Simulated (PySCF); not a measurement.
Labels have come off several samples. The candidates:

A. `InChI=1S/C2H8F3NSi2/c3-2(4,5)1-6(7)8/h1H2,7-8H3`
B. SMILES [SiH3]C[SiH]1CCOCC1
C. `C=C(C)C#CC=O`

Spectrum 1. ¹H NMR (500 MHz, computed): δ 4.53 (m, 2H), 4.39 (m, 1H), 3.92 (t, 3H), 3.40 (m, 2H), 0.97 (m, 2H), 0.64 (m, 2H), -0.24 (m, 2H). ¹³C{¹H} NMR (computed): δ 71.9 (CH2), 16.5 (CH2), -8.9 (CH2).

Spectrum 2. ¹H NMR (500 MHz, computed): δ 9.72 (s, 1H), 6.22 (m, 1H), 6.14 (m, 1H), 2.10 (s, 3H). ¹³C{¹H} NMR (computed): δ 180.7 (CH), 141.5 (CH2), 134.1 (C), 102.0 (C), 95.3 (C), 26.0 (CH3).

Spectrum 3. ¹H NMR (500 MHz, computed): δ 4.77 (s, 6H), 3.51 (m, 2H). ¹³C{¹H} NMR (computed): δ 135.9 (C), 59.7 (CH2).

How the numbers were obtained: σ from GIAO-PBE0/pcSseg-1, GFN2-xTB geometry, in PySCF 2.14 (gas phase, a single conformation, fast rotation and ring inversion assumed for equivalent nuclei, no relativistic terms).

Chemical shifts δ = σref − σ; TMS for ¹H (31.72 ppm) and ¹³C (186.93 ppm), all at this level. Splittings of carbon signals by F and P are missing where no couplings were computed. Where no couplings were computed, multiplicities follow the n + 1 count of equivalent neighbours, and m marks all less simple cases (inequivalent or close neighbours, rings, F or P nearby). Shifts are as computed. Against solution values, carbons near 30 ppm lie about +3 ppm off and those near 130 ppm about +5 ppm. Of 1211 compounds with measured shifts, 218 miss one by over three times the rms of a fit or turn the order of signals round; such compounds aren't used in these exercises.

Match each spectrum to its structure.

## Answers

1–B, 2–C, 3–A.

- Spectrum 1 (B): 3 ¹³C signals; δC 71.9 is an sp3 CH2 bonded to O; δC -8.9 is an sp3 CH2 bonded to 2 Si.
- Spectrum 2 (C): 6 ¹³C signals; δC 180.7 is an aldehyde carbonyl carbon; δC 141.5 is a terminal =CH2 carbon.
- Spectrum 3 (A): 2 ¹³C signals; δC 135.9 is a CF3 carbon; δC 59.7 is an sp3 CH2 bonded to N.
